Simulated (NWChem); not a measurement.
System: N$_{2}$H$_{3}$, doublet; SMILES [NH]N

Output (shortened):

```
             Northwest Computational Chemistry Package (NWChem) 7.3.0
             --------------------------------------------------------

                             Geometry "geometry" -> ""
                             -------------------------

 Output coordinates in angstroms (scale by  1.889725989 to convert to a.u.)

  No.       Tag          Charge          X              Y              Z
 ---- ---------------- ---------- -------------- -------------- --------------
    1 N                    7.0000    -0.12099400    -0.75214500     0.00730900
    2 N                    7.0000    -0.01419200     0.57637000    -0.06305900
    3 H                    1.0000     0.84015900    -1.11050000    -0.04759400
    4 H                    1.0000     0.83513600     1.05731100     0.23106700
    5 H                    1.0000    -0.86731700     1.07594800     0.16644000

 Effective nuclear repulsion energy (a.u.)      36.6884815147

                              NWChem Property Module
                              ----------------------

  itol2e modified to match energy
  convergence criterion.

                                 NWChem DFT Module
                                 -----------------

 Summary of "ao basis" -> "ao basis" (spherical)
 ------------------------------------------------------------------------------
       Tag                 Description            Shells   Functions and Types
 ---------------- ------------------------------  ------  ---------------------
 N                           pcj-1                  11       27   5s4p2d
 H                           pcj-1                   6       10   4s2p

  itol2e modified to match energy
  convergence criterion.

            General Information
            -------------------
          SCF calculation type: DFT
          Wavefunction type:  spin polarized.
          No. of atoms     :     5
          No. of electrons :    17
           Alpha electrons :     9
            Beta electrons :     8
          Charge           :     0
          Spin multiplicity:     2
          Use of symmetry is: off; symmetry adaption is: off
          Maximum number of iterations: 150
          AO basis - number of functions:    84
                     number of shells:    40
          Convergence on energy requested:  1.00D-07
          Convergence on density requested:  1.00D-05
          Convergence on gradient requested:  5.00D-04

              XC Information
              --------------
                         PBE0 Method XC Functional
                     Hartree-Fock (Exact) Exchange  0.250
          PerdewBurkeErnzerhof Exchange Functional  0.750
            Perdew 1991 LDA Correlation Functional  1.000 local
           PerdewBurkeErnz. Correlation Functional  1.000 non-local

             Grid Information
             ----------------
          Grid used for XC integration:  fine
          Radial quadrature: Mura-Knowles
          Angular quadrature: Lebedev.
          Tag              B.-S. Rad. Rad. Pts. Rad. Cut. Ang. Pts.
          ---              ---------- --------- --------- ---------
          N                   0.65       70           8.0       590
          H                   0.35       60          10.0       590
          Grid pruning is: on
          Number of quadrature shells:   320
          Spatial weights used:  Erf1

      Superposition of Atomic Density Guess
      -------------------------------------

 Sum of atomic energies:        -110.07958038

      Non-variational initial energy
      ------------------------------

 Total energy =    -110.860663
 1-e energy   =    -221.084847
 2-e energy   =      73.535702
 HOMO         =      -0.135642
 LUMO         =       0.091459

[...]

          ----------------------
          Hyperfine Interactions
          ----------------------

 Total Spin Density (Fermi Contact Term)
 ------------------ --------------------
     Atom            x         y         z       Density (a.u.)      Aiso(MHz)     Aiso(Gauss)
     1  14-N     -0.22865  -1.42135   0.01381       0.083405         26.948401       9.615843
     2  14-N     -0.02682   1.08918  -0.11916       0.080258         25.931843       9.253111
     3   1-H      1.58767  -2.09854  -0.08994      -0.010929        -48.852505     -17.431759
     4   1-H      1.57818   1.99803   0.43665       0.001656          7.402462       2.641378
     5   1-H     -1.63899   2.03325   0.31453      -0.002121         -9.479743      -3.382602

           -------------------------------------------
           Anisotropic Interaction (Spin-Dipolar Term)
           -------------------------------------------

 ------------------------------------------------------------
     Atom            x         y         z
 ------------------------------------------------------------
     1  14-N     -0.22865  -1.42135   0.01381

   Spin-Dipolar term (a.u.)
        xx             yy             zz             xy             xz             yz
 ------------------------------------------------------------------------------------------
      -0.969480      -0.983305       1.952785      -0.026404       0.088761      -0.048179

   Principal Comp. of -hf- tensor (au)            Anisotropic -hfcc- (MHz)               Anisotropic -hfcc- (Gauss)
 --------------------------------------------------------------------------------------------------------------------------
     -0.952514    -1.003780     1.956294     -36.736337   -38.713533    75.449870     -13.108416   -13.813928    26.922344

   Orientation of the principal axis of Hyperfine Tensor w.r.t absolute (molecular) frame
 --------------------------------------------------------------------------------------------------------------------------
      0.784506     0.619372     0.030470
     -0.619175     0.785077    -0.016654
     -0.034236    -0.005801     0.999397

 ------------------------------------------------------------
     Atom            x         y         z
 ------------------------------------------------------------
     2  14-N     -0.02682   1.08918  -0.11916

   Spin-Dipolar term (a.u.)
        xx             yy             zz             xy             xz             yz
 ------------------------------------------------------------------------------------------
      -0.413454      -0.359318       0.772771       0.010824      -0.053510      -0.182153

   Principal Comp. of -hf- tensor (au)            Anisotropic -hfcc- (MHz)               Anisotropic -hfcc- (Gauss)
 --------------------------------------------------------------------------------------------------------------------------
     -0.416101    -0.387701     0.803802     -16.048069   -14.952751    31.000819      -5.726340    -5.335504    11.061845

   Orientation of the principal axis of Hyperfine Tensor w.r.t absolute (molecular) frame
 --------------------------------------------------------------------------------------------------------------------------
      0.995415     0.084533    -0.044762
     -0.090513     0.983764    -0.154973
      0.030934     0.158314     0.986904

 ------------------------------------------------------------
     Atom            x         y         z
 ------------------------------------------------------------
     3   1-H      1.58767  -2.09854  -0.08994

   Spin-Dipolar term (a.u.)
        xx             yy             zz             xy             xz             yz
 ------------------------------------------------------------------------------------------
       0.073027      -0.056343      -0.016684      -0.060263      -0.001673       0.000906

   Principal Comp. of -hf- tensor (au)            Anisotropic -hfcc- (MHz)               Anisotropic -hfcc- (Gauss)
 --------------------------------------------------------------------------------------------------------------------------
      0.096780    -0.080066    -0.016715      51.637457   -42.719236    -8.918220      18.425498   -15.243260    -3.182237

   Orientation of the principal axis of Hyperfine Tensor w.r.t absolute (molecular) frame
 --------------------------------------------------------------------------------------------------------------------------
      0.930367     0.366243     0.016815
     -0.366251     0.930512    -0.002719
     -0.016643    -0.003629     0.999855

 ------------------------------------------------------------
     Atom            x         y         z
 ------------------------------------------------------------
     4   1-H      1.57818   1.99803   0.43665

   Spin-Dipolar term (a.u.)
        xx             yy             zz             xy             xz             yz
 ------------------------------------------------------------------------------------------
       0.019337      -0.009197      -0.010140       0.037476       0.010530       0.005833

   Principal Comp. of -hf- tensor (au)            Anisotropic -hfcc- (MHz)               Anisotropic -hfcc- (Gauss)
 --------------------------------------------------------------------------------------------------------------------------
      0.047654    -0.035089    -0.012565      25.425899   -18.722020    -6.703880       9.072578    -6.680471    -2.392107

   Orientation of the principal axis of Hyperfine Tensor w.r.t absolute (molecular) frame
 --------------------------------------------------------------------------------------------------------------------------
      0.807826    -0.573017    -0.138088
      0.553349     0.817981    -0.157199
      0.203031     0.050579     0.977865

 ------------------------------------------------------------
     Atom            x         y         z
 ------------------------------------------------------------
     5   1-H     -1.63899   2.03325   0.31453

[...]
```

Level: PBE0/pcJ-1, spin-unrestricted, contact and dipolar terms. Geometry: optimised at PBE0/def2-SVP, spin-unrestricted. No stability test was run on the SCF state.

Write an input that gives this output.

This is not unique; one that fits is the input that was run:
```
start job
memory heap 200 mb stack 900 mb global 1100 mb
geometry units angstroms noautosym nocenter noautoz
  N     -0.120994    -0.752145     0.007309
  N     -0.014192     0.576370    -0.063059
  H      0.840159    -1.110500    -0.047594
  H      0.835136     1.057311     0.231067
  H     -0.867317     1.075948     0.166440
end
basis spherical
  * library pcj-1
end
dft
  odft
  mult 2
  xc pbe0
  iterations 150
end
property
  hyperfine
end
task dft property
```
